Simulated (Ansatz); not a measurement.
C7H8O, charge -1, doublet, geometry from GFN2-xTB (a state made from the parent by changing its charge; the spin is typed, not shown lowest) (a gas-phase anion, which may not be bound at this level). Base run: B3LYP/STO-3G (Ansatz, an electronic-structure program).

Geometry (Å):
```xyz
16

C     -2.8524     0.1210     0.4036
C     -1.3565     0.0438     0.1978
C     -0.5132     0.6971     1.0740
C      0.9243     0.6430     0.8608
C      1.4048    -0.0689    -0.2237
O      2.7978    -0.1297    -0.4417
C      0.5790    -0.7260    -1.1052
C     -0.8561    -0.6656    -0.8821
H     -3.3371    -0.8126     0.1113
H     -3.0949     0.3236     1.4484
H     -3.2875     0.9231    -0.2013
H     -0.8995     1.2531     1.9222
H      1.5986     1.1541     1.5443
H      3.1937     0.3843     0.2707
H      0.9840    -1.2749    -1.9440
H     -1.5183    -1.1804    -1.5693
```
Charge -1, spin multiplicity 2.
Orbitals are unrestricted.
All else is at Ansatz's defaults.

The base run was repeated with changes; each row names its change, and settings that it needs were set with it.

| change | E (Eh) | <S^2> | core-seconds (rough) |
|---|---|---|---|
| base | -342.23779 | 0.767 | 5 |
| functional = blyp; dispersion = d4 | -342.08118 | 0.757 | 3 |
| functional = wB97X-V | -342.18934 | 0.775 | 10 |
| functional = wB97M-V | -342.21472 | 0.768 | 20 |
| functional = pbe0 | -341.88981 | 0.771 | 4 |
| functional = r2scan | -342.09248 | 0.767 | 7 |
| functional = pbe0; dispersion = d3bj | -341.90305 | 0.771 | 5 |
| functional = hse06 | -341.86969 | 0.771 | 5 |
| functional = B97M-V | -342.30615 | 0.762 | 20 |
| functional = revpbe | -342.18083 | 0.758 | 4 |
| functional = pbe | -341.81854 | 0.757 | 3 |
| functional = blyp | -342.04370 | 0.757 | 4 |
| functional = b3lyp; dispersion = d4 | -342.26467 | 0.767 | 5 |

Absolute energies of different levels of theory aren't comparable as measures of quality.

A gas-phase anion may not be bound at this level; its values then depend on the basis.
